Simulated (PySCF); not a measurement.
Field gradients at the hydrogen positions

C6H10N2SSi.
Numbering: `[CH2:1]=[CH:2][c:3]1[cH:4][c:5]([S:6][CH2:7][SiH3:8])[n:9][nH:10]1` (hydrogens: H11, H12 on C1; H13 on C2; H14 on C4; H15, H16 on C7; H17, H18, H19 on Si8; H20 on N10)

Cartesian coordinates in Å at the GFN2-xTB level; atoms count from 1:
```
atom  x, y, z in Å
C1     3.906   -1.000   -0.444
C2     2.902   -0.761   -1.283
C3     1.605   -0.250   -0.919
C4     0.506    0.011   -1.720
C5    -0.480    0.487   -0.839
S6    -2.085    0.999   -1.267
C7    -2.753    1.366    0.386
Si8   -3.171   -0.242    1.315
N9    -0.027    0.523    0.407
N10    1.228    0.074    0.344
H11    4.846   -1.387   -0.795
H12    3.835   -0.822    0.616
H13    3.020   -0.954   -2.340
H14    0.414   -0.117   -2.778
H15   -3.638    1.972    0.200
H16   -2.011    1.976    0.895
H17   -1.999   -1.106    1.407
H18   -3.639    0.149    2.647
H19   -4.236   -0.913    0.567
H20    1.773    0.008    1.187
```

Level: PBE0/pcSseg-1 (PySCF, non-relativistic); Q(2H) = 0.00286 b; rigid geometry, the same for H and D, with no vibrational averaging.

Question: Rank these positions by the coupling χzz of a deuteron there, largest first.
A. H18 (Si–H hydrogen)
B. H11 (vinylic hydrogen)
C. H14 (aromatic hydrogen)
D. H16 (methylene hydrogen)
E. H13 (vinylic hydrogen)
F. H20 (N–H hydrogen)

Answer: F (273 kHz), C (237 kHz), B (228 kHz), E (216 kHz), D (211 kHz), A (109 kHz).

Question: What are Vzz, η and χzz (234.96 MHz × Q × Vzz) at all hydrogens?

Answer: 
| atom | bonded to | bond length (Å) | Vzz (au) | η | χzz (kHz) |
| --- | --- | --- | --- | --- | --- |
| H11 | C1 | 1.075 | 0.3392 | 0.06 | 228 |
| H12 | C1 | 1.077 | 0.3382 | 0.08 | 227 |
| H13 | C2 | 1.081 | 0.3220 | 0.07 | 216 |
| H14 | C4 | 1.069 | 0.3521 | 0.09 | 237 |
| H15 | C7 | 1.088 | 0.3152 | 0.06 | 212 |
| H16 | C7 | 1.087 | 0.3133 | 0.06 | 211 |
| H17 | Si8 | 1.459 | 0.1669 | 0.03 | 112 |
| H18 | Si8 | 1.465 | 0.1625 | 0.01 | 109 |
| H19 | Si8 | 1.464 | 0.1626 | 0.02 | 109 |
| H20 | N10 | 1.006 | 0.4056 | 0.17 | 273 |

Question: Average by the element that carries the hydrogen.

Answer: on C: 222 kHz over 6 positions, mean bond length 1.080 Å; on Si: 110 kHz over 3 positions, mean bond length 1.462 Å; on N: 273 kHz over 1 position, mean bond length 1.006 Å.

Question: How does χzz go with the bond length over the 6 C–H bonds?

Answer: A straight-line fit has a slope of -14.4 kHz for each 0.01 Å, with a correlation coefficient of -0.98, over lengths from 1.069 to 1.088 Å. The longer bonds have the smaller couplings here.

Question: Give the 2H NMR doublet splittings at H12 for a magnetic field along the z, y and x axes of the gradient: 3χ/2, 3χ(1 + η)/4, 3χ(1 − η)/4.

Answer: With |χ| = 227.3 kHz and η = 0.075: 341, 183 and 158 kHz, to first order and without motion.

Geometry: GFN2-xTB, one conformer, isolated molecule. GFN2-xTB bond lengths can be off by several hundredths of an ångström, more for odd bonds, and the gradients follow them. The small basis limits the accuracy of the gradients.
